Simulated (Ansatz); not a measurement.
Job for Ansatz (an electronic-structure program): R-B97M-V/def2-TZVPPD on H4OSi (SMILES O[SiH3]). Files ending in .json are basis or fitting sets from the Basis Set Exchange.

Ansatz 0.2 input:
```yaml
crystal:
  periodic: [false, false, false]
  atoms:
    - {symbol: O, position_ang: [0.74738692, 0.10192979, 2.37386267]}
    - {symbol: Si, position_ang: [0.30835326, -0.82291889, 3.68772311]}
    - {symbol: H, position_ang: [1.66674868, 0.36897394, 2.29094090]}
    - {symbol: H, position_ang: [1.05209503, -2.10339029, 3.70245523]}
    - {symbol: H, position_ang: [-1.13649673, -1.06119779, 3.51609245]}
    - {symbol: H, position_ang: [0.57244258, -0.09987054, 4.95279636]}
basis:
  gaussian:
    orbitals: def2-TZVPPD.json
hamiltonian:
  xc: {name: B97M-V}
scf: {lower_state_search: off}
```

The log:

```
Functional definition: B97M-V
[...]
these checks for a lower state are left out or cut short: stability, starts, cluster_reference, orbital_swaps, neighbouring_geometries, increment
integrals: 0.06 GiB planned
725 factors; their error is unknown
mean field: 0.55 GiB planned
mean field evaluation 1: about -9984.2704 eV, gradient 5.5e1 eV
mean field evaluation 2: about -9964.4357 eV, gradient 1.1e2 eV
mean field evaluation 4: about -9989.2811 eV, gradient 2.4e0 eV
mean field evaluation 8: about -9989.3035 eV, gradient 1.9e-2 eV
mean field evaluation 16: about -9989.2876 eV, gradient 4.8e-5 eV
mean field -9989.28755663 eV, -367.0995467239 hartree, gradient 1.9e-6 eV, S^2 0.000000; 0 other end points of the search recorded, 0 dependent functions left out
reference -9989.28762106 eV, -367.0995490915 hartree; 13, 13 occupied and 143, 143 virtual orbitals, 725 factors
Total energy: -9989.28762106 eV, -367.0995490915 hartree
Checks for a lower state left out: stability, starts, cluster_reference, orbital_swaps, neighbouring_geometries, increment
```

The run converged.

Cost: about 5 core-seconds (a rough figure).
